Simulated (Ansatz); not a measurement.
Ansatz (a quantum-chemistry and plane-wave program) input (CAM-B3LYP/def2-TZVPD):

Ansatz 0.2 input:
```yaml
crystal:
  periodic: [false, false, false]
  atoms:
    - {symbol: C, position_ang: [-2.06347136, 0.21128564, -0.36785135]}
    - {symbol: N, position_ang: [-0.92275750, -0.65105368, -0.44890692]}
    - {symbol: Ge, position_ang: [0.70590361, 0.04231818, 0.16495245]}
    - {symbol: H, position_ang: [-1.86904969, 1.25419698, -0.65722679]}
    - {symbol: H, position_ang: [-2.41275384, 0.24972249, 0.67776668]}
    - {symbol: H, position_ang: [-2.89098908, -0.18046721, -0.96617831]}
    - {symbol: H, position_ang: [1.81913522, -0.59917230, -0.67468814]}
    - {symbol: H, position_ang: [0.75164309, 1.58405788, 0.04906351]}
    - {symbol: H, position_ang: [0.85322966, -0.37285791, 1.64224113]}
basis:
  gaussian:
    orbitals: def2-TZVPD
hamiltonian:
  xc: {name: CAM-B3LYP}
magnetization: {spin_polarized: true, initial_magnetization: 1}
output: {forces: true}
```

End of the output:

```
integrals: 0.12 GiB planned
1073 factors; their error is unknown
integrals: 0.16 GiB planned
447 factors; integrals over basis functions are off by at most 8.7e-6 eV
0.30 GiB of the device are held for the grids
1.87 GiB of device memory are held for the factors and their scratch space
mean field: 0.93 GiB planned
mean field evaluation 1: about -59138.6753 eV, gradient 3.5e1 eV
mean field evaluation 2: about -59135.5149 eV, gradient 4.4e1 eV
mean field evaluation 4: about -59143.8186 eV, gradient 2.6e0 eV
mean field evaluation 8: about -59143.8561 eV, gradient 1.0e-1 eV
mean field evaluation 16: about -59144.0187 eV, gradient 3.1e-3 eV
mean field -59144.01869605 eV, -2173.5025978241 hartree, gradient 2.5e-5 eV, S^2 0.755015; 2 other end points of the search recorded, 0 dependent functions left out
the calculation of the forces begins
reference -59144.01882830 eV, -2173.5026026843 hartree; 26, 25 occupied and 156, 157 virtual orbitals, 1073 factors
Total energy: -59144.01882830 eV, -2173.5026026843 hartree
Atom 0 at    -2.063471     0.211286    -0.367851 Å, force     0.015386    -0.056041     0.012691 eV/Å
Atom 1 at    -0.922758    -0.651054    -0.448907 Å, force     0.098487     0.237532     0.095521 eV/Å
Atom 2 at     0.705904     0.042318     0.164952 Å, force    -0.068081    -0.079432    -0.014716 eV/Å
Atom 3 at    -1.869050     1.254197    -0.657227 Å, force     0.015118    -0.066588     0.000544 eV/Å
Atom 4 at    -2.412754     0.249722     0.677767 Å, force     0.031384    -0.019008    -0.057792 eV/Å
Atom 5 at    -2.890989    -0.180467    -0.966178 Å, force     0.042030     0.022285     0.028817 eV/Å
Atom 6 at     1.819135    -0.599172    -0.674688 Å, force    -0.088675     0.054798     0.059025 eV/Å
Atom 7 at     0.751643     1.584058     0.049064 Å, force    -0.023678    -0.129302    -0.003162 eV/Å
Atom 8 at     0.853230    -0.372858     1.642241 Å, force    -0.021971     0.035756    -0.120929 eV/Å
Dipole moment:    -0.044806     0.287671     0.111330 e Å
```

It need not be the lowest isomer of its formula.
